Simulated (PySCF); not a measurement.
# Solvent effects on NMR parameters

Molfile (atoms numbered from 1):
```
CH15NSi5
     RDKit          3D

 22 21  0  0  0  0  0  0  0  0999 V2000
    2.1448    1.1495    0.9274 Si  0  0  0  0  0  4  0  0  0  0  0  0
    0.9790    0.1394    0.0796 N   0  0  0  0  0  0  0  0  0  0  0  0
    1.5231   -1.2256   -0.8886 Si  0  0  0  0  0  4  0  0  0  0  0  0
   -0.4849    0.4007    0.2414 C   0  0  0  0  0  0  0  0  0  0  0  0
   -0.9385    2.2432    0.4992 Si  0  0  0  0  0  4  0  0  0  0  0  0
   -1.5541   -0.0997   -1.2667 Si  0  0  0  0  0  4  0  0  0  0  0  0
   -1.0936   -0.5923    1.7579 Si  0  0  0  0  0  4  0  0  0  0  0  0
    2.0829    2.5621    0.4388 H   0  0  0  0  0  0  0  0  0  0  0  0
    3.4992    0.5954    0.6539 H   0  0  0  0  0  0  0  0  0  0  0  0
    1.8997    1.1702    2.4015 H   0  0  0  0  0  0  0  0  0  0  0  0
    3.0093   -1.2646   -0.8103 H   0  0  0  0  0  0  0  0  0  0  0  0
    0.9621   -2.5219   -0.3993 H   0  0  0  0  0  0  0  0  0  0  0  0
    1.1096   -1.0646   -2.3170 H   0  0  0  0  0  0  0  0  0  0  0  0
   -0.5370    3.0665   -0.6812 H   0  0  0  0  0  0  0  0  0  0  0  0
   -2.4180    2.3215    0.6829 H   0  0  0  0  0  0  0  0  0  0  0  0
   -0.2830    2.7918    1.7251 H   0  0  0  0  0  0  0  0  0  0  0  0
   -1.4314   -1.5622   -1.5493 H   0  0  0  0  0  0  0  0  0  0  0  0
   -2.9770    0.1945   -0.9232 H   0  0  0  0  0  0  0  0  0  0  0  0
   -1.1657    0.6714   -2.4860 H   0  0  0  0  0  0  0  0  0  0  0  0
   -0.8566   -2.0483    1.5243 H   0  0  0  0  0  0  0  0  0  0  0  0
   -2.5538   -0.3701    1.9961 H   0  0  0  0  0  0  0  0  0  0  0  0
   -0.3323   -0.1656    2.9697 H   0  0  0  0  0  0  0  0  0  0  0  0
  1  2  1  0
  2  3  1  0
  2  4  1  0
  4  5  1  0
  4  6  1  0
  4  7  1  0
  1  8  1  0
  1  9  1  0
  1 10  1  0
  3 11  1  0
  3 12  1  0
  3 13  1  0
  5 14  1  0
  5 15  1  0
  5 16  1  0
  6 17  1  0
  6 18  1  0
  6 19  1  0
  7 20  1  0
  7 21  1  0
  7 22  1  0
M  END
```

GIAO PBE0/pcSseg-1 in PySCF 2.14.0 with density-fitted response routines on one PBE0-D3(BJ)/def2-SVP conformer, non-relativistic, equivalent nuclei averaged. Solvents enter as an IEF-PCM continuum (chloroform with ε = 4.7, tetrahydrofuran with ε = 7.4) around the gas-phase geometry. Shifts are referred to TMS computed in the same medium.

Gas phase, δ in ppm: Si1/Si3 -43.8, Si5/Si6/Si7 -64.6, C4 17.5, H8/H9/H10/H11/H12/H13 4.92, H14/H15/H16/H17/H18/H19/H20/H21/H22 4.35. Dipole moment 0.11 D.

**Question.** How does each δ change in the continuum?

**Answer.** 
```
                              atoms                                        environment  Δδ, chloroform  Δδ, tetrahydrofuran
                            Si1/Si3                           silicon bonded to N, 3 H            -0.1                 -0.2
                        Si5/Si6/Si7                           silicon bonded to C, 3 H             0.0                  0.0
                                 C4  fully substituted sp3 carbon bonded to N and 3 Si            +0.8                 +1.0
              H8/H9/H10/H11/H12/H13                  hydrogen on a silicon bonded to N           -0.03                -0.04
H14/H15/H16/H17/H18/H19/H20/H21/H22                  hydrogen on a silicon bonded to C           -0.02                -0.03
```

Changes are relative to the gas phase. The dipole moment becomes 0.12 D in chloroform, 0.12 D in tetrahydrofuran.

**Question.** Which nuclei move most (in ppm), and what does the model miss?

**Answer.** C4 (fully substituted sp3 carbon bonded to N and 3 Si, +1.0 ppm) in tetrahydrofuran. A continuum only polarises the solute; specific hydrogen bonds, the anisotropy of aromatic solvents and changes of geometry or conformer are outside it.
